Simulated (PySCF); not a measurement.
C$_{4}$H$_{9}$Cl, charge +1, doublet, at a GFN2-xTB geometry (a state made from the parent by changing its charge; the spin is typed, not shown lowest); PySCF with DF-SVWN5/def2-SV(P).

Input for PySCF:
```python
from pyscf import gto, scf, dft

mol = gto.Mole()
mol.atom = '''
    C    -0.358037    1.429191   -0.663454
    C    -0.012412   -0.074501   -0.331390
    C     1.313571   -0.408228   -0.972574
    C    -1.177419   -0.934075   -0.761056
    Cl    0.127685   -0.021096    1.451272
    H    -0.461406    1.483310   -1.746262
    H    -1.290776    1.725600   -0.192537
    H     0.439928    2.090951   -0.339497
    H     2.113531    0.259249   -0.655723
    H     1.620463   -1.419981   -0.697755
    H     1.228264   -0.357292   -2.055882
    H    -1.295876   -0.890136   -1.841550
    H    -2.115399   -0.633475   -0.296632
    H    -1.003590   -1.973917   -0.474938
'''
mol.basis = 'def2-sv(p)'
mol.charge = 1
mol.spin = 1
mol.verbose = 4
mol.build()

mf = dft.UKS(mol)
mf.xc = 'lda,vwn'
mf.diis = False
mf.damp = 0.6
mf.diis_start_cycle = 200
mf.max_cycle = 150
mf = mf.density_fit(auxbasis='def2-universal-jkfit')
mf.kernel()
```

It wrote (shortened):

```
PySCF version 2.14.0

[INPUT] verbose = 4
[INPUT] num. atoms = 14
[INPUT] num. electrons = 49
[INPUT] charge = 1
[INPUT] spin (= nelec alpha-beta = 2S) = 1
[INPUT] symmetry False subgroup None
[INPUT] Mole.unit = angstrom
[INPUT] Symbol           X                Y                Z      unit          X                Y                Z       unit  Magmom
[...]
nuclear repulsion = 242.256418066304
number of shells = 50
number of NR pGTOs = 168
number of NR cGTOs = 92
basis = def2-sv(p)
ecp = {}

******** <class 'pyscf.df.df_jk.DFUKS'> ********
method = DFUKS
initial guess = minao
damping factor = 0.6
level_shift factor = 0
DIIS disabled
SCF conv_tol = 1e-09
SCF conv_tol_grad = None
SCF max_cycles = 150
direct_scf = False
number electrons alpha = 25  beta = 24
XC library pyscf.dft.libxc version 7.1.2
    S. Lehtola, C. Steigemann, M. J. T. Oliveira, and M. A. L. Marques,  SoftwareX 7, 1–5 (2018)
XC functionals = lda,vwn
    P. A. M. Dirac,  Math. Proc. Cambridge Philos. Soc. 26, 376 (1930)
    F. Bloch,  Z. Phys. 57, 545 (1929)
    S. H. Vosko, L. Wilk, and M. Nusair,  Can. J. Phys. 58, 1200 (1980)
radial grids:
    Treutler-Ahlrichs [JCP 102, 346 (1995); DOI:10.1063/1.469408] (M4) radial grids

becke partition: Becke, JCP 88, 2547 (1988); DOI:10.1063/1.454033
pruning grids: <function nwchem_prune>
grids dens level: 3
symmetrized grids: False
atomic radii adjust function: <function treutler_atomic_radii_adjust>
small_rho_cutoff = 0
Set gradient conv threshold to 3.16228e-05
tot grids = 163624
init E= -614.871578516065

cycle= 1 E= -614.32076250675  delta_E= 0.551  |g|= 0.404  |ddm|= 2.54
cycle= 2 E= -614.367005662054  delta_E= -0.0462  |g|= 0.249  |ddm|= 0.795
cycle= 3 E= -614.36439479616  delta_E= 0.00261  |g|= 0.266  |ddm|= 0.771
cycle= 4 E= -614.359443102123  delta_E= 0.00495  |g|= 0.274  |ddm|= 0.785
cycle= 5 E= -614.359913549584  delta_E= -0.00047  |g|= 0.278  |ddm|=  0.8
cycle= 6 E= -614.357385343807  delta_E= 0.00253  |g|= 0.28  |ddm|= 0.804
cycle= 7 E= -614.35910763763  delta_E= -0.00172  |g|= 0.28  |ddm|= 0.807
cycle= 8 E= -614.357238940915  delta_E= 0.00187  |g|= 0.28  |ddm|= 0.807
cycle= 9 E= -614.359172129481  delta_E= -0.00193  |g|= 0.28  |ddm|= 0.807
cycle= 10 E= -614.357381768815  delta_E= 0.00179  |g|= 0.28  |ddm|= 0.806
cycle= 11 E= -614.359307311304  delta_E= -0.00193  |g|= 0.279  |ddm|= 0.805
cycle= 12 E= -614.357495276144  delta_E= 0.00181  |g|= 0.28  |ddm|= 0.805
cycle= 13 E= -614.359392149378  delta_E= -0.0019  |g|= 0.279  |ddm|= 0.805
cycle= 14 E= -614.357556908739  delta_E= 0.00184  |g|= 0.28  |ddm|= 0.805
cycle= 15 E= -614.359435176781  delta_E= -0.00188  |g|= 0.279  |ddm|= 0.804
cycle= 16 E= -614.357586581175  delta_E= 0.00185  |g|= 0.28  |ddm|= 0.804
cycle= 17 E= -614.359455324266  delta_E= -0.00187  |g|= 0.279  |ddm|= 0.804
cycle= 18 E= -614.357600176222  delta_E= 0.00186  |g|= 0.28  |ddm|= 0.804
cycle= 19 E= -614.359464446898  delta_E= -0.00186  |g|= 0.279  |ddm|= 0.804
cycle= 20 E= -614.357606281096  delta_E= 0.00186  |g|= 0.28  |ddm|= 0.804
cycle= 21 E= -614.359468526308  delta_E= -0.00186  |g|= 0.279  |ddm|= 0.804
cycle= 22 E= -614.35760900676  delta_E= 0.00186  |g|= 0.28  |ddm|= 0.804
cycle= 23 E= -614.359470347045  delta_E= -0.00186  |g|= 0.279  |ddm|= 0.804
cycle= 24 E= -614.357610225539  delta_E= 0.00186  |g|= 0.28  |ddm|= 0.804
cycle= 25 E= -614.359471162463  delta_E= -0.00186  |g|= 0.279  |ddm|= 0.804
cycle= 26 E= -614.357610773294  delta_E= 0.00186  |g|= 0.28  |ddm|= 0.804
cycle= 27 E= -614.359471529813  delta_E= -0.00186  |g|= 0.279  |ddm|= 0.804
cycle= 28 E= -614.357611021094  delta_E= 0.00186  |g|= 0.28  |ddm|= 0.804
cycle= 29 E= -614.359471696455  delta_E= -0.00186  |g|= 0.279  |ddm|= 0.804
cycle= 30 E= -614.357611133998  delta_E= 0.00186  |g|= 0.28  |ddm|= 0.804
cycle= 31 E= -614.359471772584  delta_E= -0.00186  |g|= 0.279  |ddm|= 0.804
cycle= 32 E= -614.357611185799  delta_E= 0.00186  |g|= 0.28  |ddm|= 0.804
cycle= 33 E= -614.359471807605  delta_E= -0.00186  |g|= 0.279  |ddm|= 0.804
[...]
cycle= 100 E= -614.357611230705  delta_E= 0.00186  |g|= 0.28  |ddm|= 0.804
cycle= 101 E= -614.359471838098  delta_E= -0.00186  |g|= 0.279  |ddm|= 0.804
cycle= 102 E= -614.357611230705  delta_E= 0.00186  |g|= 0.28  |ddm|= 0.804
cycle= 103 E= -614.359471838098  delta_E= -0.00186  |g|= 0.279  |ddm|= 0.804
cycle= 104 E= -614.357611230704  delta_E= 0.00186  |g|= 0.28  |ddm|= 0.804
cycle= 105 E= -614.359471838098  delta_E= -0.00186  |g|= 0.279  |ddm|= 0.804
cycle= 106 E= -614.357611230706  delta_E= 0.00186  |g|= 0.28  |ddm|= 0.804
cycle= 107 E= -614.359471838097  delta_E= -0.00186  |g|= 0.279  |ddm|= 0.804
cycle= 108 E= -614.357611230704  delta_E= 0.00186  |g|= 0.28  |ddm|= 0.804
cycle= 109 E= -614.359471838098  delta_E= -0.00186  |g|= 0.279  |ddm|= 0.804
cycle= 110 E= -614.357611230705  delta_E= 0.00186  |g|= 0.28  |ddm|= 0.804
cycle= 111 E= -614.359471838099  delta_E= -0.00186  |g|= 0.279  |ddm|= 0.804
cycle= 112 E= -614.357611230702  delta_E= 0.00186  |g|= 0.28  |ddm|= 0.804
cycle= 113 E= -614.359471838099  delta_E= -0.00186  |g|= 0.279  |ddm|= 0.804
cycle= 114 E= -614.357611230705  delta_E= 0.00186  |g|= 0.28  |ddm|= 0.804
cycle= 115 E= -614.359471838097  delta_E= -0.00186  |g|= 0.279  |ddm|= 0.804
cycle= 116 E= -614.357611230704  delta_E= 0.00186  |g|= 0.28  |ddm|= 0.804
cycle= 117 E= -614.359471838099  delta_E= -0.00186  |g|= 0.279  |ddm|= 0.804
cycle= 118 E= -614.357611230703  delta_E= 0.00186  |g|= 0.28  |ddm|= 0.804
cycle= 119 E= -614.359471838099  delta_E= -0.00186  |g|= 0.279  |ddm|= 0.804
cycle= 120 E= -614.357611230704  delta_E= 0.00186  |g|= 0.28  |ddm|= 0.804
cycle= 121 E= -614.359471838098  delta_E= -0.00186  |g|= 0.279  |ddm|= 0.804
cycle= 122 E= -614.357611230704  delta_E= 0.00186  |g|= 0.28  |ddm|= 0.804
cycle= 123 E= -614.359471838097  delta_E= -0.00186  |g|= 0.279  |ddm|= 0.804
cycle= 124 E= -614.357611230704  delta_E= 0.00186  |g|= 0.28  |ddm|= 0.804
cycle= 125 E= -614.359471838096  delta_E= -0.00186  |g|= 0.279  |ddm|= 0.804
cycle= 126 E= -614.357611230705  delta_E= 0.00186  |g|= 0.28  |ddm|= 0.804
cycle= 127 E= -614.359471838097  delta_E= -0.00186  |g|= 0.279  |ddm|= 0.804
cycle= 128 E= -614.357611230706  delta_E= 0.00186  |g|= 0.28  |ddm|= 0.804
cycle= 129 E= -614.359471838095  delta_E= -0.00186  |g|= 0.279  |ddm|= 0.804
cycle= 130 E= -614.357611230703  delta_E= 0.00186  |g|= 0.28  |ddm|= 0.804
cycle= 131 E= -614.359471838098  delta_E= -0.00186  |g|= 0.279  |ddm|= 0.804
cycle= 132 E= -614.357611230705  delta_E= 0.00186  |g|= 0.28  |ddm|= 0.804
cycle= 133 E= -614.359471838097  delta_E= -0.00186  |g|= 0.279  |ddm|= 0.804
cycle= 134 E= -614.357611230705  delta_E= 0.00186  |g|= 0.28  |ddm|= 0.804
cycle= 135 E= -614.359471838099  delta_E= -0.00186  |g|= 0.279  |ddm|= 0.804
cycle= 136 E= -614.357611230706  delta_E= 0.00186  |g|= 0.28  |ddm|= 0.804
cycle= 137 E= -614.359471838097  delta_E= -0.00186  |g|= 0.279  |ddm|= 0.804
cycle= 138 E= -614.357611230705  delta_E= 0.00186  |g|= 0.28  |ddm|= 0.804
cycle= 139 E= -614.359471838097  delta_E= -0.00186  |g|= 0.279  |ddm|= 0.804
cycle= 140 E= -614.357611230703  delta_E= 0.00186  |g|= 0.28  |ddm|= 0.804
cycle= 141 E= -614.359471838098  delta_E= -0.00186  |g|= 0.279  |ddm|= 0.804
cycle= 142 E= -614.357611230704  delta_E= 0.00186  |g|= 0.28  |ddm|= 0.804
cycle= 143 E= -614.359471838098  delta_E= -0.00186  |g|= 0.279  |ddm|= 0.804
cycle= 144 E= -614.357611230705  delta_E= 0.00186  |g|= 0.28  |ddm|= 0.804
cycle= 145 E= -614.359471838098  delta_E= -0.00186  |g|= 0.279  |ddm|= 0.804
cycle= 146 E= -614.357611230704  delta_E= 0.00186  |g|= 0.28  |ddm|= 0.804
cycle= 147 E= -614.359471838097  delta_E= -0.00186  |g|= 0.279  |ddm|= 0.804
cycle= 148 E= -614.357611230703  delta_E= 0.00186  |g|= 0.28  |ddm|= 0.804
cycle= 149 E= -614.359471838099  delta_E= -0.00186  |g|= 0.279  |ddm|= 0.804
cycle= 150 E= -614.357611230704  delta_E= 0.00186  |g|= 0.28  |ddm|= 0.804
SCF not converged.
SCF energy = -614.357611230704 after 150 cycles  <S^2> = 0.75066165  2S+1 = 2.0006615
```

Convergence was not reached.
